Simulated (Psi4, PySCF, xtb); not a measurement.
Torsional profile of CH₆O₂Si₂, SMILES O=C[SiH2]O[SiH3]. Scanned: dihedral O1–C2–Si3–O4; all other coordinates were relaxed at GFN2-xTB. Points at φ and −φ are mirror images. Heavy atoms are numbered in the order of the SMILES O=C[SiH2]O[SiH3], hydrogens after them in the order of the atoms that carry them; the mirror image has the same energies with the sign of each dihedral reversed.

- GFN1-xTB // GFN2-xTB (xtb)
- RMP2/3-21G = PySCF 2.14.0 with restricted MP2 (frozen core)/3-21G // GFN2-xTB
- PBE-D3(BJ)/def2-TZVP // GFN2-xTB (Psi4)

Energies in eV, each method relative to its own lowest point.

```csv
φ / °,GFN1-xTB,RMP2/3-21G,PBE-D3(BJ)/def2-TZVP
-165,0.072,0.053,0.067
-150,0.067,0.072,0.077
-135,0.059,0.094,0.090
-120,0.047,0.111,0.106
-105,0.032,0.119,0.124
-90,0.054,0.131,0.132
-75,0.087,0.135,0.127
-60,0.120,0.132,0.108
-45,0.131,0.110,0.076
-30,0.111,0.058,0.035
-15,0.040,0.012,0.008
0,0.000,0.000,0.000
15,0.040,0.012,0.008
30,0.111,0.058,0.035
45,0.131,0.110,0.076
60,0.120,0.132,0.108
75,0.087,0.135,0.127
90,0.054,0.131,0.132
105,0.032,0.119,0.124
120,0.047,0.111,0.106
135,0.059,0.094,0.090
150,0.067,0.072,0.077
165,0.072,0.053,0.067
180,0.072,0.045,0.063
```
